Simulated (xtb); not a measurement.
xtb input (GFN2-xTB):

```bash
xtb mol.xyz --gfn 2 --ohess tight --chrg -1 --uhf 0
```
mol.xyz:
```
9

Si     0.06048790     0.13784840    -0.21442324
O      1.40873208    -0.29434204    -1.22337829
O      0.64798066     0.58157662     1.35217396
O     -0.75804353     1.43746191    -0.98462738
N     -0.96801540    -1.26874187    -0.04572883
H      1.84931729    -0.99691179    -0.74653303
H      1.13111197    -0.15732004     1.66060143
H     -1.51155316     1.59281345    -0.27765720
H     -1.78286173    -1.01065635     0.54995044
```

Output:

```
           -------------------------------------------------
          |                Calculation Setup                |
           -------------------------------------------------

           -------------------------------------------------
          |                 G F N 2 - x T B                 |
           -------------------------------------------------

        Reference                      10.1021/acs.jctc.8b01176
      * Hamiltonian:
        H0-scaling (s, p, d)           1.850000    2.230000    2.230000
        zeta-weighting                 0.500000
      * Dispersion:
        s8                             2.700000
        a1                             0.520000
        a2                             5.000000
        s9                             5.000000
      * Repulsion:
        kExp                           1.500000    1.000000
        rExp                           1.000000
      * Coulomb:
        alpha                          2.000000
        third order                    shell-resolved
        anisotropic                    true
        a3                             3.000000
        a5                             4.000000
        cn-shift                       1.200000
        cn-exp                         4.000000
        max-rad                        5.000000

          ...................................................
          :                      SETUP                      :
          :.................................................:
          :  # basis functions                  30          :
          :  # atomic orbitals                  29          :
          :  # shells                           15          :
          :  # electrons                        32          :
          :  max. iterations                   250          :
          :  Hamiltonian                  GFN2-xTB          :
          :  restarted?                      false          :
          :  GBSA solvation                  false          :
          :  PC potential                    false          :
          :  electronic temp.          300.0000000     K    :
          :  accuracy                    1.0000000          :
          :  -> integral cutoff          0.2500000E+02      :
          :  -> integral neglect         0.1000000E-07      :
          :  -> SCF convergence          0.1000000E-05 Eh   :
          :  -> wf. convergence          0.1000000E-03 e    :
          :  Broyden damping             0.4000000          :
          :  net charge                         -1          :
          :  unpaired electrons                  0          :
          ...................................................

 iter      E             dE          RMSdq      gap      omega  full diag
   1    -19.2050056 -0.192050E+02  0.758E+00    7.41       0.0  T
   2    -19.2464925 -0.414869E-01  0.639E+00    5.44       1.0  T
   3    -19.2508334 -0.434086E-02  0.361E+00    6.02       1.0  T
   4    -19.2333368  0.174966E-01  0.233E+00    5.01       1.0  T
   5    -19.2531828 -0.198460E-01  0.727E-01    6.05       1.0  T
   6    -19.2574852 -0.430239E-02  0.221E-01    5.83       1.0  T
[...]
It seems to be the C1 point group
     1  14 Si       2   8 O                                       1.6920466 (max)
     1  14 Si       4   8 O                                       1.6827619
     1  14 Si       5   7 N                                       1.6501805
     2   8 O        6   1 H                                       0.9506836 (min)
     3   8 O        7   1 H                                       0.9510992
     4   8 O        8   1 H                                       0.9543742

 * 3 distinct bonds (by element types)

   Z      Z             #   av. dist./Å        max./Å        min./Å
   1 H    8 O           3     0.9520523     0.9543742     0.9506836
   7 N   14 Si          1     1.6501805     1.6501805     1.6501805
   8 O   14 Si          2     1.6874043     1.6920466     1.6827619

           -------------------------------------------------
          |               Frequency Printout                |
           -------------------------------------------------
 projected vibrational frequencies (cm⁻¹)
eigval :       -0.00    -0.00    -0.00    -0.00     0.00     0.00
eigval :      144.88   202.21   229.57   260.20   274.40   301.93
eigval :      317.75   347.40   364.83   644.37   692.73   725.06
eigval :      912.93   929.38   953.48   972.12  1174.26  3368.79
eigval :     3672.81  3740.93  3749.89
 reduced masses (amu)
   1: 14.58   2: 16.31   3: 17.99   4: 17.26   5: 14.76   6: 17.23   7:  8.33   8:  7.20
   9:  4.05  10:  7.93  11: 10.35  12: 14.02  13: 15.48  14: 14.85  15:  5.38  16: 17.94
  17: 18.98  18: 20.10  19:  2.67  20:  3.34  21:  3.21  22:  3.90  23: 18.97  24:  1.89
  25:  1.88  26:  1.88  27:  1.88
 IR intensities (km·mol⁻¹)
   1:  7.72   2:  1.63   3:  8.97   4: 10.36   5:  0.47   6:  7.98   7: 24.53   8: 73.58
   9: 44.09  10: 11.43  11:  7.01  12: 85.62  13: 57.71  14:160.44  15: 41.60  16:168.41
  17:264.97  18:292.51  19:126.68  20:100.67  21:146.33  22:180.53  23:440.61  24:126.41
  25:  6.50  26:  4.08  27:  1.24
 Raman intensities (Ä⁴*amu⁻¹)
   1:  0.00   2:  0.00   3:  0.00   4:  0.00   5:  0.00   6:  0.00   7:  0.00   8:  0.00
   9:  0.00  10:  0.00  11:  0.00  12:  0.00  13:  0.00  14:  0.00  15:  0.00  16:  0.00
  17:  0.00  18:  0.00  19:  0.00  20:  0.00  21:  0.00  22:  0.00  23:  0.00  24:  0.00
  25:  0.00  26:  0.00  27:  0.00
 output can be read by thermo (or use thermo option).
 writing <g98.out> molden fake output.
 recommended (thermochemical) frequency scaling factor: 1.0
           -------------------------------------------------
          |             Thermodynamic Functions             |
           -------------------------------------------------

c1  symmetry found (for desy threshold:  0.10E+00) used in thermo

          ...................................................
          :                      SETUP                      :
          :.................................................:
          :  # frequencies                          21      :
          :  # imaginary freq.                       0      :
          :  linear?                             false      :
          :  only rotor calc.                    false      :
          :  symmetry                               c1      :
          :  rotational number                       1      :
          :  scaling factor                  1.0000000      :
          :  rotor cutoff                   50.0000000 cm⁻¹ :
          :  imag. cutoff                  -20.0000000 cm⁻¹ :
          :.................................................:

    mode    ω/cm⁻¹     T·S(HO)/kcal·mol⁻¹    T·S(FR)/kcal·mol⁻¹   T·S(vib)
   ------------------------------------------------------------------------
       1    144.88    -0.81644 ( 98.60%)    -0.74111 (  1.40%)    -0.81538
       2    202.21    -0.62997 ( 99.63%)    -0.64243 (  0.37%)    -0.63002
       3    229.57    -0.56121 ( 99.78%)    -0.60486 (  0.22%)    -0.56131
       4    260.20    -0.49507 ( 99.86%)    -0.56778 (  0.14%)    -0.49516
       5    274.40    -0.46759 ( 99.89%)    -0.55203 (  0.11%)    -0.46768
   ------------------------------------------------------------------------
Note: The following floating-point exceptions are signalling: IEEE_UNDERFLOW_FLAG IEEE_DENORMAL
normal termination of xtb

   temp. (K)  partition function   enthalpy   heat capacity  entropy
                                   cal/mol     cal/K/mol   cal/K/mol   J/K/mol
 298.15  VIB   26.3                 2971.642     19.992     16.461
         ROT  0.112E+06              888.752      2.981     26.085
         INT  0.294E+07             3860.394     22.973     42.545
         TR   0.883E+27             1481.254      4.968     39.520
         TOT                        5341.6484    27.9410    82.0650   343.3599

       T/K    H(0)-H(T)+PV         H(T)/Eh          T*S/Eh         G(T)/Eh
   ------------------------------------------------------------------------
    298.15    0.851246E-02    0.631427E-01    0.389917E-01    0.241510E-01
   ------------------------------------------------------------------------

         :::::::::::::::::::::::::::::::::::::::::::::::::::::
         ::                  THERMODYNAMIC                  ::
         :::::::::::::::::::::::::::::::::::::::::::::::::::::
         :: total free energy         -19.179965206347 Eh   ::
         ::.................................................::
         :: total energy              -19.204116157738 Eh   ::
         :: zero point energy           0.054630220756 Eh   ::
         :: G(RRHO) w/o ZPVE           -0.030479269365 Eh   ::
         :: G(RRHO) contrib.            0.024150951391 Eh   ::
         :::::::::::::::::::::::::::::::::::::::::::::::::::::

optimized geometry written to: xtbopt.xyz

           -------------------------------------------------
          | TOTAL ENERGY              -19.204116157738 Eh   |
          | TOTAL ENTHALPY            -19.140973478414 Eh   |
          | TOTAL FREE ENERGY         -19.179965206347 Eh   |
          | GRADIENT NORM               0.000457570307 Eh/α |
          | HOMO-LUMO GAP               7.098117052307 eV   |
           -------------------------------------------------

------------------------------------------------------------------------
------------------------------------------------------------------------
 total:
 SCF:
 ANC optimizer:
 analytical hessian:
```

It need not be the lowest isomer of its formula. Whether it binds its extra electron was not tested at this geometry.
